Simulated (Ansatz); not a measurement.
One change: `C#[C][GeH2][CH3]` becomes `C#[C][GeH2][Cl]`.

Ansatz, PBE0-D4/def2-TZVP geometries, multiplicity 1. 

Scalar relativity is left out up to krypton.

```
                                                                                  property  `C#[C][GeH2][CH3]`
                                                     LUMO energy (ωB97M-V/def2-TZVPP) / eV                2.03
                                                         HOMO energy (PBE/def2-TZVPP) / eV               -6.78
                                                       HOMO–LUMO gap (PBE/def2-TZVPP) / eV                6.11
                                                        HOMO energy (PBE0/def2-TZVPP) / eV               -7.99
ideal-gas entropy at 298 K and 1 bar (rigid rotor, harmonic PBE0-D4/def2-TZVP) / J/(mol·K)                 330
                                                         LUMO energy (PBE/def2-TZVPP) / eV               -0.68
```

Q: What does the change do to each property? (Estimate.)

A: Ansatz gave: 
```
                                                                                  property  `C#[C][GeH2][Cl]`  shift
                                                     LUMO energy (ωB97M-V/def2-TZVPP) / eV               1.17  -0.86
                                                         HOMO energy (PBE/def2-TZVPP) / eV              -7.26  -0.48
                                                       HOMO–LUMO gap (PBE/def2-TZVPP) / eV               5.52  -0.59
                                                        HOMO energy (PBE0/def2-TZVPP) / eV              -8.51  -0.52
ideal-gas entropy at 298 K and 1 bar (rigid rotor, harmonic PBE0-D4/def2-TZVP) / J/(mol·K)                325     -5
                                                         LUMO energy (PBE/def2-TZVPP) / eV              -1.74  -1.06
```

With PBE0 the HOMO falls by 0.52 eV and the LUMO falls by 1.06 eV, so the gap narrows by about 0.54 eV. PBE moves the HOMO by -0.48 eV and ωB97M-V by -0.51 eV. The zero-point energy changes by -92.0 kJ/mol with -9 modes.
